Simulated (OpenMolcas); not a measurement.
A run on Rh3+ among 5 point charges of -2 e arranged as a square pyramid (C4v), 1.8 Å from the ion, with the axial distance 1.836 Å.

| Property | Result |
| --- | --- |
| Program | OpenMolcas 26.06 |
| Method | SS-CASPT2, IPEA 0.25 Eh, imaginary shift 0.1 Eh (closed shells correlated: 4s 4p) |
| Basis | ANO-RCC-VTZP [7s6p4d2f1g] |
| Scalar Hamiltonian | DKH2, point nucleus |
| Active space | 6 electrons in 5 orbitals (4d) |
| State averaging | 2S+1 = 5 even, 5 roots; 2S+1 = 3 even, 45 roots; 2S+1 = 1 even, 50 roots |
| Spin-orbit coupling | RASSI with atomic mean-field integrals over the reference wave functions |

First CASPT2 step and the start of its output:

```
&CASPT2
Multistate=5 1 2 3 4 5
NoMult
Frozen=14
IPEA=0.25
Imaginary=0.1
MaxIter=60
WThr=0.0 0.3 0.05
PrWF=0.5
NoMix
```

```
--- CASPT2 ---
Orbital specifications:
      -----------------------

      Symmetry species                           1
                                                 a
      Frozen orbitals                           14
      Inactive orbitals                          4
      Active orbitals                            5
      Secondary orbitals                        45
      Deleted orbitals                           0
      Number of basis functions                 68
Type of calculation                        SS-CASPT2
      Fock operator                              state-specific
      IPEA shift                                 0.25
      Real shift                                 0.00
      Imaginary shift                            0.10
      The input orbitals will be transformed to quasi-canonical
Reference energy:       -4787.6335245062
      E2 (Non-variational):      -0.3840503260
      Shift correction:          -0.0002934264
      E2 (Variational):          -0.3843437524
      Total energy:           -4788.0178682586
      Residual norm:              0.0000003879
      Reference weight:           0.93835
      Contributions to the CASPT2 correlation energy
      Active & Virtual Only:         -0.0852655044
      One Inactive Excited:          -0.1855719604
      Two Inactive Excited:          -0.1132128612
Reference energy:       -4787.6335245062
      E2 (Non-variational):      -0.3840547240
      Shift correction:          -0.0002922976
      E2 (Variational):          -0.3843470216
      Total energy:           -4788.0178715277
      Residual norm:              0.0000003857
      Reference weight:           0.93837
      Contributions to the CASPT2 correlation energy
      Active & Virtual Only:         -0.0852705341
...
```

Over all roots the printed reference weights run from 0.28 to 0.94, and roots that are degenerate in the reference spread by up to 1.9 cm-1.

**Question.** Did the run give usable levels, and if not, why?

**Answer.** No. The equations converged, but the reference weight falls to 0.28 for at least one root against 0.94 for the best. A drop of that size marks an intruder state, so the energies of such roots and the levels built on them can't be trusted.
